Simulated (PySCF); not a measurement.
- NMR shieldings at PBE0/pcSseg-1/GIAO
- GFN2-xTB structure
- run in PySCF 2.14
- in vacuum, non-relativistic Hamiltonian, a single conformation, rapidly exchanging positions averaged

Scale: 1H, 13C vs TMS (reference shieldings calculated alike). Shifts are as computed. Against solution values, carbons near 30 ppm lie about +3 ppm off and those near 130 ppm about +5 ppm. Of 1309 compounds with measured shifts, 239 miss one by over three times the rms of a fit or turn the order of signals round; such compounds aren't used in these exercises. OH and NH positions are gas-phase values without hydrogen bonding to other molecules.

(1) Order these molecules by the shift of their most deshielded carbon, lowest δ first.
A. C=C[SiH2]/C(F)=C/[SiH2]O[SiH3]
B. O=C[C@H]([SiH3])O[SiH2]N([SiH3])[SiH3]
C. N[SiH](N)CO[SiH3]
D. C=C[C@@H]1[SiH2]/C(=C\C)[C@@H]1F
E. O=CC(=O)[SiH2][SiH2]O

(2) Order these molecules by the shift of their most shielded carbon, lowest δ first.
A. O=CC(=O)[SiH2][SiH2]O
B. C=C[C@@H]1[SiH2]/C(=C\C)[C@@H]1F
C. O=C[C@H]([SiH3])O[SiH2]N([SiH3])[SiH3]
D. C=C[SiH2]/C(F)=C/[SiH2]O[SiH3]
E. N[SiH](N)CO[SiH3]

(3) How many 13C and 1H signals does each give (equivalence by symmetry and fast rotation, but not about amide C–N or C=N bonds)? `C=C[SiH2]/C(F)=C/[SiH2]O[SiH3]`, `C=C[C@@H]1[SiH2]/C(=C\C)[C@@H]1F`, `O=C[C@H]([SiH3])O[SiH2]N([SiH3])[SiH3]`, `N[SiH](N)CO[SiH3]`, `O=CC(=O)[SiH2][SiH2]O`

Results:

(1) C (59.9 ppm, sp3 CH2 bonded to O and Si), D (152.2 ppm, alkene CH), A (188.6 ppm, fully substituted alkene carbon), B (203.6 ppm, aldehyde carbonyl carbon), E (250.9 ppm, carbonyl carbon).

(2) B (24.2 ppm, allylic methyl carbon), E (59.9 ppm, sp3 CH2 bonded to O and Si), C (77.9 ppm, sp3 CH bonded to O and Si, α to a carbonyl), D (127.6 ppm, alkene CH), A (206.2 ppm, aldehyde carbonyl carbon).

(3) C=C[SiH2]/C(F)=C/[SiH2]O[SiH3]: 4 C, 7 H; C=C[C@@H]1[SiH2]/C(=C\C)[C@@H]1F: 7 C, 9 H; O=C[C@H]([SiH3])O[SiH2]N([SiH3])[SiH3]: 2 C, 6 H; N[SiH](N)CO[SiH3]: 1 C, 4 H; O=CC(=O)[SiH2][SiH2]O: 2 C, 4 H.
